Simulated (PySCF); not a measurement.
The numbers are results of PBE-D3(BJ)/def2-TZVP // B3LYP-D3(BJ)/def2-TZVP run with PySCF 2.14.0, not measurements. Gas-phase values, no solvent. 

Reference species (SMILES): `C#CN=C` (neutral, multiplicity 1).

* **dipole moment**: 1.64 D

Changed species: `N=c1cc1`.

### Question
What does the change do to the dipole moment?

### Answer
the dipole moment rises by 1.70 D, to 3.34 D.
